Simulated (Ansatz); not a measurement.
CH3FO3Si, SMILES O=CO[Si@@H](O)F.

Geometry optimised at PBE0-D3(BJ)/def2-SVP. The structure was generated by enumeration; whether it is a known compound was not checked. One conformer was computed; it need not be the lowest.

Two levels are set side by side: PBE/def2-SVPD (Ansatz, a first-principles code) and PBE0/def2-SVPD (Ansatz). Energy differences of separate SCF runs at the same geometry; the states with an electron removed or added have multiplicity 2 and 2. Differences are taken from unrounded values.

```tsv
quantity	PBE
vertical ionisation energy (eV)	11.05
vertical singlet–triplet gap (eV)	5.24
```

Q: These are the PBE values. What does PBE0 give? (Estimate from the structure and the level; the computed values follow.)

A: 
```tsv
quantity	PBE0	PBE minus PBE0
vertical ionisation energy (eV)	11.50	-0.45
vertical singlet–triplet gap (eV)	5.20	0.04
```
